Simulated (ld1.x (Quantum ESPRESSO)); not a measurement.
**Configuration tests for boron (B) (TM)**

```json
{
 "Element": "B",
 "Generator": "ld1.x (Quantum ESPRESSO) 7.5",
 "Type": "norm-conserving Troullier–Martins (Kleinman–Bylander form)",
 "Functional": "PBE",
 "Relativity": "scalar-relativistic",
 "Frozen core": "[He]",
 "Valence charge": "3",
 "Reference configuration": "2s2 2p1",
 "Partial waves": "2s (bound): rc 1.70 bohr; 3d channel at 0.05 Ry: rc 1.65 bohr; 2p (bound): rc 1.95 bohr",
 "Local potential": "the p channel",
 "Core correction": "a·sin(br)/r model core, default radius (core density twice the valence density)"
}
```

Energies are relative to the spin-unpolarised reference configuration 2s2 2p1; without spin polarisation the order of configurations can differ from experiment.

Question: Give the all-electron excitation energy and the error of the potential for: 2s2 2p0; 2s1 2p0; 2s2 2p0.5; 2s0 2p3; 2s1 2p1; 2s2 2p1.3; 2s1 2p2.

Answer:

```csv
valence configuration,charge,ΔE all-electron (eV),error AE − PS (meV)
2s2 2p0,+1,8.220,+24
2s1 2p0,+2,33.642,+74
2s2 2p0.5,+0.5,2.887,+2.8
2s0 2p3,0,11.721,+10
2s1 2p1,+1,14.361,-11
2s2 2p1.3,-0.3,-0.738,+0.2
2s1 2p2,0,5.851,+2.2
```

Levels in the configuration 2s1 2p0:

```json
{"level": "2s", "all-electron (eV)": "-31.475", "pseudo (eV)": "-31.415"}
```
